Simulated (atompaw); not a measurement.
# Before and after: PAW (atompaw) potential for chromium

* Element: chromium
* Generator: atompaw 4.2.0.5
* Type: PAW
* Functional: PBEsol
* Relativity: scalar-relativistic
* Frozen core: [Ne]
* Valence charge: 14
* Reference configuration: 3s2 3p6 3d4 4s2 4p0
* Partial waves: 3s (bound): rc 1.20 bohr; 4s (bound): rc 1.40 bohr; 3p (bound): rc 1.05 bohr; 4p (bound, empty): rc 1.75 bohr; 3d (bound): rc 1.65 bohr; 3d channel at 1.55 Ry: rc 1.65 bohr
* Local potential: ultrasoft scheme with l = 3 at 0 Ry, radius 1.75 bohr
* Core correction: smooth core density matched at 1.15 bohr
* Augmentation charge: sinc compensation charge, radius 1.50 bohr; PAW radius 1.75 bohr; waves and projectors: modrrkj vanderbiltortho

Change: all radii scaled by about 0.92 (s 1.10, p 0.96, d 1.52 bohr); local potential ultrasoft scheme with l = 3 at 0 Ry, radius 1.60 bohr; augmentation sinc compensation charge, radius 1.38 bohr; PAW radius 1.60 bohr; waves and projectors: modrrkj vanderbiltortho; core correction smooth core density matched at 1.06 bohr.

Cutoffs: the cutoffs (Ry, on a coarse ladder) from which the occupation-weighted sum of valence levels, in a spherical-Bessel basis at the reference potential, stays within 10 and 1 mRy of its value at 400 Ry; they do not see the model core or the augmentation charge, which bear on the density cutoff.

Task: What does the change do?

Result: The potential gets neither clearly harder nor softer (55 Ry and 100 Ry → 60 Ry and 100 Ry); the p channel sets the loose cutoff, while the largest relative change is in d, which becomes harder; neither file shows a bound ghost.

| quantity | base | changed |
| --- | --- | --- |
| cutoff, loose | 55 Ry | 60 Ry |
| cutoff, tight | 100 Ry | 100 Ry |
| loose cutoff by channel (10 mRy a level) | s 21 Ry, p 45 Ry, d 30 Ry | s 21 Ry, p 45 Ry, d 35 Ry |
| bound ghosts | none | none |
| lowest overlap eigenvalue by channel | s 0.66, p 0.58, d 1.00 | s 0.59, p 0.59, d 1.00 |

 The cutoffs see the waves, projectors and local potential, not the compensation charge or the core.
